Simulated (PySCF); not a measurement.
SMILES c1(c(c(F)ccc1)-c1ccsc1)F (C10H6F2S) at its GFN2-xTB optimised geometry (Å):

```
19

F      1.4920     1.0933     0.0031
C      0.8072    -0.0662     0.0013
C      1.5114    -1.2561     0.0014
C      0.8127    -2.4507     0.0000
C     -0.5713    -2.4507     0.0000
C     -1.2426    -1.2419     0.0000
F     -2.5893    -1.2474     0.0004
C     -0.5827    -0.0177    -0.0001
C     -1.3171     1.2612    -0.0179
C     -1.6980     1.9291    -1.2116
C     -2.3634     3.0840    -0.9664
S     -2.5421     3.3861     0.7156
C     -1.7085     1.9356     1.0970
H      2.5893    -1.2326     0.0024
H      1.3492    -3.3861    -0.0009
H     -1.1358    -3.3692    -0.0003
H     -1.4790     1.5534    -2.1949
H     -2.7636     3.7826    -1.6735
H     -1.5538     1.6615     2.1215
```

Calculation: CAM-B3LYP/def2-SVP in PySCF. Cells within 0.4 Å of a nucleus heavier than hydrogen are left out (blank, or x).

Map of the HOMO−1 amplitude (bohr^(-3/2)) on the plane z = 0.0 Å; orbital energy -8.45 eV, overall sign arbitrary:

```
|55555555555555555555555555555|
|55555555565555555555555555555|
|55554555666655555555555555555|
|55544456777655555555555555555|
|55444345887665555555555555555|
|55443224787655555555555555555|
|55443212576655555555555555555|
|55443222455544445555555555555|
|55444333454333445555555555555|
|55544445554112345555555555555|
|55555556786x02345555555555555|
|5555555679xx02445xx5555555555|
|555555567996344555x4555555555|
|55555556677655665545555555555|
|555555555655xx67xx45555555555|
|5555555555443566x445555555555|
|55555554444334555445555555555|
|5555554xx5xx44555xx5555555555|
|5555555xx56x555544x5555555555|
|55555555555555555455555555555|
|555555555555xx55xx55555555555|
|555555555555xx55x555555555555|
|55555555555444555555555555555|
|55555555554445555555555555555|
|55555555555455555555555555555|
|55555555555555555555555555555|
|55555555555555555555555555555|
|55555555555555555555555555555|
|55555555555555555555555555555|
```
Scale: ten equal steps from -0.124 (start of '0') to 0.113 (end of '9'), in the order '0123456789'; x runs from -5.50 to 5.50, y from -5.50 (bottom) to 5.50 (top).
